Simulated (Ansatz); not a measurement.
Total energies of In(PF3)H3 (InPH₃F₃) from Ansatz at r2SCAN-D4/def2-TZVPD, gas phase (1 Eh = 27.2114 eV = 2625.5 kJ/mol). The reference geometry is relaxed at r2SCAN-D4/def2-SVP.

```json
{"state": "charge 0 singlet", "geometry": "reference", "energy (Eh)": "-832.96796"}
{"state": "charge -1 doublet", "geometry": "reference", "energy (Eh)": "-832.95863"}
{"state": "free In atom (doublet)", "geometry": "–", "energy (Eh)": "-190.18157"}
{"state": "free P atom (quartet)", "geometry": "–", "energy (Eh)": "-341.23802"}
{"state": "free F atom (doublet)", "geometry": "–", "energy (Eh)": "-99.72844"}
{"state": "free H atom (doublet)", "geometry": "–", "energy (Eh)": "-0.49993"}
```

In the def2 sets In takes a core potential; there is no spin–orbit coupling.

Task: Work out the vertical electron affinity, to the doublet.

Result: E(charge 0 singlet) − E(charge -1 doublet) = -832.96796 − (-832.95863) = -0.00933 Eh = -0.25 eV; negative, so the extra electron isn't bound.

Task: What is the binding energy per atom against free atoms?

Result: Atoms: 1 × (-190.18157) + 1 × (-341.23802) + 3 × (-99.72844) + 3 × (-0.49993) = -832.10470 Eh. Binding: -832.10470 − (-832.96796) = 0.86326 Eh = 23.49 eV, or 2.94 eV for each of 8 atoms (no zero-point energy, no counterpoise term).

At r2SCAN-D4/def2-TZVPD the highest occupied level of the charge -1 doublet lies above zero (up to 2.02 eV). By energy differences it is unbound by 0.25 eV (vertical, against the charge 0 singlet, at r2SCAN-D4/def2-TZVPD) and held by the finite basis.
